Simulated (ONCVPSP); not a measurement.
# krypton: one change to an ONCV potential, before and after

krypton, optimised norm-conserving Vanderbilt (ONCV), made with ONCVPSP 4.0.1 (PW91, scalar-relativistic). Core [Ar], reference 3d10 4s2 4p3 (charge +3). Waves: 4s: rc 1.30 bohr, ncon 3, nbas 6, qcut 4 1/bohr, 2 projectors, debl 3.7 Ha; 4p: rc 1.50 bohr, ncon 4, nbas 7, qcut 4.6 1/bohr, 3 projectors, debl 0.6 Ha; 3d: rc 1.00 bohr, ncon 3, nbas 8, qcut 16.9 1/bohr, 2 projectors, debl 3.2 Ha. Local part: polynomial inside 0.75 bohr (lpopt 5, dvloc0 0 Ha). Core correction: none.

In the p channel the program set the typed energies aside and used -1.596, 0.250, 0.850 Ha. In the d channel the program set the typed energies aside and used -4.479, 0.250 Ha.

Change: d: qcut 18.9.

Cutoffs: the cutoffs (Ha) at which the residual kinetic energy of the hardest occupied pseudo-wave falls to 1 and 0.1 mHa per electron; they do not see the model core or the augmentation charge, which bear on the density cutoff. Errors are all-electron minus pseudo energies relative to the spin-unpolarised reference configuration.

Q: Predict the effect on cutoff, ghosts and configuration errors.

A: The potential gets harder (112 Ha and 123 Ha → 129 Ha and 143 Ha); both files keep a bound ghost (p, s); the errors of the 4 common tests hardly move. The waves are optimised to have the least kinetic energy above qcut, so the cutoff follows it (qcut²/2 in Ha).

```csv
quantity,base,changed
"cutoff, loose",112 Ha,129 Ha
"cutoff, tight",123 Ha,143 Ha
loose cutoff by channel,"s 48 Ha, p 30 Ha, d 112 Ha","s 48 Ha, p 30 Ha, d 129 Ha"
bound ghosts,"s, p","s, p"
GHOST(+) flags under 300 eV,p at 222.0 eV,p at 222.0 eV
"error for 3d10 4s2 4p6, meV [ΔE -76.75 eV]",+28,+28
"error for 3d10 4s2 4p5, meV [ΔE -62.40 eV]",+21,+21
"error for 3d10 4s2 4p4, meV [ΔE -37.16 eV]",+10,+11
"error for 3d10 4s2 4p5.5, meV [ΔE -70.86 eV]",+25,+25
s: phases at 1.32 bohr within 0.05 rad from the reference energy up to (Ha; the scan ends near 5),n/a,n/a
p: phases at 1.52 bohr within 0.05 rad from the reference energy up to (Ha; the scan ends near 5),to the end of the scan,to the end of the scan
d: phases at 1.01 bohr within 0.05 rad from the reference energy up to (Ha; the scan ends near 5),to the end of the scan,to the end of the scan
```

 A true bound ghost makes a file unfit for plane-wave use even where its test errors are small: the radial tests pick states by their node count and pass the ghost by.
